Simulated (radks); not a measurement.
Dipole-allowed excitations along the series with 54 electrons in [Xe]. All-electron calculation, scalar-relativistic Kohn-Sham, LDA (Slater exchange, Perdew-Wang correlation), spin-unpolarised, spherical densities, finite nucleus; Fermi nuclear charge, rms radius of each element as measured or else 0.836 A^(1/3) + 0.57 fm. Program: a radial shooting solver on a logarithmic mesh with Libxc functionals. Time-dependent linear response with the Hartree and adiabatic LDA kernel, continuum included through the Sternheimer equations, no spin-orbit coupling, so fine structure and intercombination lines are absent. Lines are the poles of the dipole polarisability below minus the highest occupied eigenvalue, found on a grid refined at the orbital gaps; the lowest seven at most are given, and weak or close lines can be missed. The first line takes the name of the lowest orbital gap if no other gap lies below it; otherwise a line is named after a gap within 0.6 % of it, if that gap stands alone.

species  -e(HOMO) (eV)  lowest orbital gap (eV)  first line (eV)      f  strongest line (eV)  its f  static alpha (bohr^3)
La3+            44.915             5p-5d 21.430   24.650 (5p-6s)  0.191  26.162 (unassigned)   5.75                  7.685
Ce4+            60.241             5p-5d 24.663   30.186 (5p-5d)   3.34            the first   3.34                  5.808
Pr5+            76.978             5p-5d 27.815   34.257 (5p-5d)   5.19            the first   5.19                  4.551
